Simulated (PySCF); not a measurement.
PySCF input file for silylmethoxysilane (CH8OSi2), SMILES [SiH3]CO[SiH3], PBE-D3(BJ)/def2-SVP. Coordinates come from a PBE-D3(BJ)/def2-SVP optimisation. Other conformers were not sampled.

```python
import numpy as np
from pyscf import gto, scf, dft, df
from pyscf.hessian import thermo

mol = gto.M(
    atom='''
    Si    1.65095545    0.95387455   -0.55618174
    C     0.73852030   -0.71477889   -0.32177601
    O    -0.67280046   -0.55120946   -0.46179549
    Si   -1.70543962   -0.37551101    0.85628558
    H     3.13654907    0.74699550   -0.41179436
    H     1.35328276    1.50629946   -1.92125918
    H     1.18462393    1.93671424    0.48232502
    H     1.08632018   -1.42971173   -1.10081700
    H     1.02096815   -1.17160045    0.65824191
    H    -1.44022862    0.89950968    1.61674758
    H    -3.09078182   -0.35520586    0.28874013
    H    -1.53667329   -1.53174154    1.81138197
    ''',
    basis='def2-SVP',
    charge=0,
    spin=0,
    max_memory=1600,
    verbose=3,
)
mf = dft.RKS(mol, xc='pbe').density_fit(auxbasis='def2-universal-jkfit')
mf.disp = 'd3bj'
mf.grids.level = 3
mf.conv_tol = 1e-11
mf.max_cycle = 100
mf.kernel()

# [left out here: the lines that compute and print the analytic Hessian (its translational invariance restored by hand, since the grid's response is missing), thermochemistry and intensities]
```

Program output:

```
[...]
       3  Si                -0.05  0.01  0.01    0.05 -0.01 -0.08   -0.00 -0.00  0.01
       4   H                 0.03  0.17 -0.03    0.04  0.17  0.02   -0.01  0.04  0.17
       5   H                -0.18 -0.14  0.02   -0.09  0.04  0.04    0.11  0.30  0.06
       6   H                -0.18 -0.15  0.01   -0.16 -0.12  0.02   -0.06 -0.23  0.15
       7   H                 0.15  0.19 -0.03   -0.20  0.11 -0.06    0.05  0.39 -0.19
       8   H                 0.13  0.17 -0.04   -0.02 -0.03 -0.04   -0.02 -0.45 -0.08
       9   H                 0.10 -0.03  0.03    0.17 -0.02 -0.10    0.01  0.01 -0.02
      10   H                -0.17  0.02  0.33    0.00 -0.00  0.03    0.01 -0.05 -0.01
      11   H                 0.14 -0.03 -0.08    0.17 -0.03 -0.12   -0.10  0.00  0.03
Mode                                12                  13                  14
Irrep
Freq [cm^-1]                      872.4348            892.2993            904.9354
Reduced mass [au]                   1.1365              1.0566              1.0324
Force const [Dyne/A]                0.5096              0.4957              0.4981
Char temp [K]                    1255.2394           1283.8200           1302.0006
Normal mode                   x     y     z       x     y     z       x     y     z
       0  Si                 0.03  0.05 -0.01   -0.00 -0.00 -0.00    0.00 -0.00 -0.03
       1   C                 0.02 -0.01  0.01    0.00  0.00  0.01   -0.00 -0.00 -0.02
       2   O                -0.02  0.00  0.00    0.00  0.00 -0.00    0.00  0.00  0.00
       3  Si                 0.01 -0.00 -0.01   -0.02 -0.04  0.01   -0.00 -0.00  0.00
       4   H                -0.07 -0.53  0.09    0.01  0.02 -0.05   -0.05  0.13  0.72
       5   H                -0.30 -0.39 -0.11    0.07 -0.00 -0.02   -0.44 -0.07  0.06
       6   H                -0.33 -0.35  0.20   -0.02 -0.05  0.03    0.45  0.07  0.12
       7   H                -0.04 -0.02 -0.00    0.02  0.05 -0.02   -0.01 -0.04  0.01
       8   H                -0.03 -0.05  0.00    0.00 -0.03 -0.00    0.02  0.04 -0.00
       9   H                -0.13 -0.00  0.05   -0.21  0.06 -0.06   -0.02  0.03 -0.04
      10   H                -0.04  0.05  0.12    0.08  0.72 -0.18    0.01  0.06 -0.02
      11   H                -0.09  0.04  0.06    0.51  0.18  0.16    0.05 -0.02 -0.03
Mode                                15                  16                  17
Irrep
Freq [cm^-1]                      913.7066            918.6144            952.7772
Reduced mass [au]                   1.0461              1.0608              1.1334
Force const [Dyne/A]                0.5146              0.5274              0.6062
Char temp [K]                    1314.6204           1321.6815           1370.8343
Normal mode                   x     y     z       x     y     z       x     y     z
       0  Si                -0.03  0.01 -0.00    0.00 -0.01  0.00   -0.00 -0.01  0.00
       1   C                 0.01  0.01 -0.00   -0.00  0.00  0.00    0.01  0.01  0.00
       2   O                -0.02 -0.00  0.01   -0.00 -0.00  0.00   -0.02  0.00  0.01
       3  Si                 0.01  0.00 -0.01    0.04 -0.01  0.00    0.03 -0.01 -0.05
       4   H                 0.03  0.29 -0.07    0.01  0.04 -0.03    0.01  0.11  0.03
       5   H                 0.42 -0.42 -0.27   -0.01  0.12  0.06    0.02  0.09  0.04
       6   H                 0.36 -0.29  0.44   -0.02  0.10 -0.10    0.08  0.09 -0.06
       7   H                -0.02  0.01 -0.01   -0.00 -0.00  0.01   -0.04 -0.00 -0.01
       8   H                 0.00  0.02  0.00    0.01  0.01 -0.00   -0.01  0.01  0.00
       9   H                -0.07  0.03 -0.03   -0.53  0.30 -0.33   -0.26 -0.25  0.47
      10   H                -0.02 -0.01  0.06   -0.12  0.26  0.36   -0.12  0.07  0.34
      11   H                -0.08 -0.04 -0.04   -0.32 -0.24 -0.24   -0.20  0.35  0.43
Mode                                18                  19                  20
Irrep
Freq [cm^-1]                     1095.9619           1221.8732           1242.8774
Reduced mass [au]                   5.6583              1.1885              1.2636
Force const [Dyne/A]                4.0043              1.0454              1.1500
Char temp [K]                    1576.8452           1758.0035           1788.2238
Normal mode                   x     y     z       x     y     z       x     y     z
       0  Si                 0.00  0.01 -0.00   -0.00 -0.00 -0.01    0.01  0.00 -0.00
       1   C                -0.17  0.01 -0.02    0.05  0.01 -0.06   -0.06 -0.11  0.01
       2   O                 0.17 -0.02 -0.03   -0.04  0.01  0.06   -0.03  0.03  0.01
       3  Si                -0.02  0.00  0.02    0.00 -0.00 -0.01    0.01  0.00 -0.01
       4   H                -0.00 -0.00  0.01   -0.00  0.01  0.03    0.02  0.02  0.00
       5   H                 0.00 -0.04 -0.03    0.01  0.05  0.01   -0.03 -0.02 -0.01
       6   H                -0.01 -0.06  0.06    0.00 -0.02  0.01   -0.03 -0.03  0.02
       7   H                 0.10  0.06  0.03    0.57  0.04  0.12    0.56  0.39 -0.16
       8   H                -0.24 -0.02 -0.01   -0.67 -0.16  0.05    0.35  0.38  0.11
       9   H                -0.04 -0.02  0.06    0.02  0.00 -0.01   -0.01 -0.01  0.01
      10   H                -0.05  0.01  0.12    0.00  0.00 -0.01   -0.00 -0.01  0.01
      11   H                -0.06  0.04  0.06    0.01 -0.01 -0.01   -0.01  0.01  0.00
Mode                                21                  22                  23
Irrep
Freq [cm^-1]                     1405.5443           2139.9345           2144.6250
Reduced mass [au]                   1.0688              1.0410              1.0368
Force const [Dyne/A]                1.2440              2.8086              2.8097
Char temp [K]                    2022.2654           3078.8894           3085.6379
Normal mode                   x     y     z       x     y     z       x     y     z
       0  Si                 0.00  0.00  0.00   -0.00  0.00  0.00   -0.00 -0.00 -0.00
       1   C                -0.05  0.04 -0.01    0.00  0.00 -0.00    0.00  0.00 -0.00
       2   O                -0.02  0.01  0.00   -0.00 -0.00  0.00   -0.00  0.00  0.00
       3  Si                 0.00  0.00 -0.00    0.00 -0.03  0.02    0.00  0.03  0.02
       4   H                 0.00  0.02 -0.00    0.08 -0.01  0.01    0.15 -0.03  0.01
       5   H                -0.00 -0.01 -0.01   -0.00  0.00 -0.00   -0.01  0.01 -0.04
       6   H                -0.00 -0.01  0.01    0.00 -0.01 -0.01   -0.05  0.11  0.12
       7   H                 0.38 -0.30  0.46   -0.00 -0.00 -0.00   -0.01 -0.00 -0.00
       8   H                 0.45 -0.41 -0.33   -0.01 -0.00  0.01   -0.00 -0.00  0.00
       9   H                -0.01 -0.01  0.01    0.02  0.06  0.05   -0.17 -0.81 -0.47
      10   H                -0.00 -0.00  0.01    0.06 -0.01  0.02    0.05  0.01  0.02
      11   H                 0.00  0.02  0.00   -0.11  0.75 -0.61   -0.00  0.07 -0.04
Mode                                24                  25                  26
Irrep
Freq [cm^-1]                     2155.1898           2173.2487           2182.8853
Reduced mass [au]                   1.0301              1.0431              1.0487
Force const [Dyne/A]                2.8191              2.9026              2.9443
Char temp [K]                    3100.8383           3126.8211           3140.6860
Normal mode                   x     y     z       x     y     z       x     y     z
       0  Si                -0.03 -0.00 -0.00    0.02 -0.02 -0.01   -0.01  0.00 -0.04
       1   C                 0.00  0.00 -0.00    0.00 -0.00 -0.00   -0.00 -0.00 -0.00
       2   O                -0.00 -0.00  0.00   -0.00  0.00  0.00    0.00 -0.00  0.00
       3  Si                -0.00 -0.00 -0.01   -0.00 -0.00 -0.00    0.00 -0.00 -0.00
       4   H                 0.90 -0.13  0.09   -0.30  0.04 -0.03    0.11 -0.01 -0.00
       5   H                -0.05  0.07 -0.19   -0.05  0.09 -0.26    0.18 -0.34  0.83
       6   H                -0.09  0.16  0.17   -0.27  0.57  0.61   -0.11  0.22  0.21
       7   H                -0.00 -0.00  0.01   -0.00 -0.01 -0.00    0.00 -0.00 -0.00
       8   H                -0.00 -0.00 -0.01   -0.00 -0.00  0.00   -0.00  0.01 -0.01
       9   H                 0.03  0.16  0.09    0.02  0.10  0.06    0.01  0.03  0.02
      10   H                -0.00 -0.00  0.00   -0.01 -0.00 -0.00   -0.03  0.00 -0.01
      11   H                 0.01 -0.07  0.05   -0.00  0.02 -0.01    0.00 -0.00  0.00
Mode                                27                  28                  29
Irrep
Freq [cm^-1]                     2207.9911           2914.0599           2989.8112
Reduced mass [au]                   1.0434              1.0643              1.0988
Force const [Dyne/A]                2.9970              5.3247              5.7869
Char temp [K]                    3176.8076           4192.6834           4301.6726
Normal mode                   x     y     z       x     y     z       x     y     z
       0  Si                -0.00 -0.00  0.00    0.00  0.00  0.00   -0.00  0.00  0.00
       1   C                -0.00  0.00 -0.00    0.02 -0.05  0.04   -0.01  0.03  0.08
       2   O                 0.00 -0.00  0.00    0.00 -0.00 -0.00   -0.00 -0.00 -0.00
       3  Si                 0.03 -0.00  0.01   -0.00  0.00  0.00    0.00  0.00 -0.00
       4   H                 0.01 -0.00  0.00   -0.01 -0.00 -0.00    0.00  0.00 -0.00
       5   H                -0.01  0.01 -0.03   -0.00  0.00 -0.00   -0.00  0.00 -0.00
       6   H                 0.00 -0.01 -0.01   -0.00  0.00 -0.00    0.00 -0.01 -0.00
       7   H                 0.00  0.00  0.00   -0.11  0.22  0.27    0.26 -0.57 -0.62
       8   H                -0.00  0.00  0.00   -0.21  0.35 -0.79   -0.08  0.15 -0.30
       9   H                 0.00 -0.04 -0.01    0.00 -0.00 -0.00   -0.00  0.00  0.00
      10   H                -0.90  0.01 -0.37    0.00  0.00 -0.00   -0.00  0.00 -0.00
      11   H                 0.00  0.05 -0.03    0.00  0.00 -0.01    0.00 -0.00 -0.00
temperature 298.1500 [K]
pressure 101325.00 [Pa]
Rotational constants [GHz] 11.22284 1.87666 1.75518
Symmetry number 1
Zero-point energy (ZPE) 0.07915 [Eh]   207807.568 [J/mol]
                           tot       elec      trans        rot        vib
Entropy [J/mol/K]       355.743      0.000    165.173    111.155     79.415
Cv [J/mol/K]            106.489      0.000     12.472     12.472     81.546
Cp [J/mol/K]            114.804      0.000     20.786     12.472     81.546
Internal energy [J/mol]                      3718.434   3718.434 219980.274
Internal energy [Eh]   -696.32299  -696.40961
Enthalpy [J/mol]                             6197.391   3718.434 219980.274
Enthalpy [Eh]          -696.32205
Gibbs free energy [J/mol]                  -43048.999 -29422.282 196302.603
Gibbs free energy [Eh] -696.36244
mode   freq/cm-1   IR/(km/mol)
   1       43.98         0.712
   2       96.02         0.409
   3      136.98         0.130
   4      214.63         3.766
   5      226.66         3.888
   6      472.41         5.994
   7      538.37        10.599
   8      678.88        42.167
   9      706.12        66.633
  10      714.72         1.108
  11      750.91        46.236
  12      834.27        20.340
  13      872.43       279.575
  14      892.30        70.358
  15      904.94        23.220
  16      913.71        13.844
  17      918.61        94.814
  18      952.78       229.103
  19     1095.96       175.521
  20     1221.87        26.435
  21     1242.88         0.798
  22     1405.54         4.915
  23     2139.93       124.962
  24     2144.63        67.021
  25     2155.19        90.908
  26     2173.25        99.357
  27     2182.89        93.699
  28     2207.99       100.906
  29     2914.06        30.676
  30     2989.81        15.655
max |gradient| / (hartree/bohr): 7.056839281132017e-05
APT charges: [ 0.9094  0.2809 -0.9541  1.3175 -0.2467 -0.2229 -0.226  -0.0405 -0.0445
 -0.2674 -0.2346 -0.271 ]
```

The calculation finished and met its thresholds.
